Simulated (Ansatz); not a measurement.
## Ansatz (development build ahead of 0.2.0) run

```yaml
crystal:
  periodic: [false, false, false]
  atoms:
    - { symbol: Mg, position_ang: [0.0, 0.0, 1.3621] }
    - { symbol: Mg, position_ang: [0.0, 0.0, -1.3621] }
    - { symbol: C, position_ang: [0.0, 0.0, 3.4583] }
    - { symbol: C, position_ang: [0.0, 0.0, -3.4583] }
basis:
  gaussian: { orbitals: pcseg-2 }
magnetization:
  spin_polarized: true
  initial_magnetization: 2
hamiltonian:
  xc: pbe
```

The input is written out in the form of the current development build from the run's settings.

The run gave:

```yaml
Converged: yes
Total_energy: -475.65352 hartree
Spin_squared_of_the_determinant: 3.889
Stability_test: minimum
```

Caution: the unrestricted determinant is a mixture of spin states; other spin multiplicities may lie lower.
